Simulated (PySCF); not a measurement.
Deuteron quadrupole couplings in propyl acetate

Species: propyl acetate, C5H10O2.
Cartesian coordinates in Å at the PBE0-D3(BJ)/def2-TZVP level; atoms count from 1:
```
atom  x, y, z in Å
C1    -2.7611   -0.1623   -0.0046
C2    -1.3084   -0.5431    0.2223
C3    -0.4616    0.6755    0.5140
O4     0.9008    0.3277    0.7809
C5     1.6974    0.1760   -0.2863
C6     3.0948   -0.1657    0.1320
O7     1.3309    0.3171   -1.4225
H8    -2.8652    0.4994   -0.8681
H9    -3.3751   -1.0459   -0.1875
H10   -3.1777    0.3560    0.8638
H11   -1.2242   -1.2421    1.0602
H12   -0.9078   -1.0454   -0.6618
H13   -0.8036    1.1804    1.4195
H14   -0.4943    1.3777   -0.3219
H15    3.6530   -0.5278   -0.7278
H16    3.5785    0.7337    0.5206
H17    3.0896   -0.9079    0.9302
```

Level: PBE0/pcSseg-2 (PySCF, non-relativistic); Q(2H) = 0.00286 b; rigid geometry, the same for H and D, with no vibrational averaging.

Problem. Rank these positions by the coupling χzz of a deuteron there, largest first.
A. H14 (methylene hydrogen)
B. H12 (methylene hydrogen)
C. H9 (methyl hydrogen)

Solution. C (193 kHz), B (186 kHz), A (182 kHz).

Problem. Tabulate Vzz, the asymmetry η and χzz = 234.96 MHz × Q × Vzz for every hydrogen position.

Solution. 
| atom | bonded to | bond length (Å) | Vzz (au) | η | χzz (kHz) |
| --- | --- | --- | --- | --- | --- |
| H8 | C1 | 1.093 | 0.2838 | 0.02 | 191 |
| H9 | C1 | 1.091 | 0.2874 | 0.02 | 193 |
| H10 | C1 | 1.094 | 0.2835 | 0.03 | 190 |
| H11 | C2 | 1.094 | 0.2788 | 0.02 | 187 |
| H12 | C2 | 1.093 | 0.2775 | 0.02 | 186 |
| H13 | C3 | 1.092 | 0.2766 | 0.08 | 186 |
| H14 | C3 | 1.092 | 0.2705 | 0.09 | 182 |
| H15 | C6 | 1.087 | 0.2890 | 0.02 | 194 |
| H16 | C6 | 1.093 | 0.2851 | 0.03 | 192 |
| H17 | C6 | 1.090 | 0.2869 | 0.03 | 193 |

Problem. Give the 2H NMR doublet splittings at H13 for a magnetic field along the z, y and x axes of the gradient: 3χ/2, 3χ(1 + η)/4, 3χ(1 − η)/4.

Solution. With |χ| = 185.9 kHz and η = 0.075: 279, 150 and 129 kHz, to first order and without motion.

The structure is a single PBE0-D3(BJ)/def2-TZVP conformer in the gas phase; no vibrational or solvent corrections.
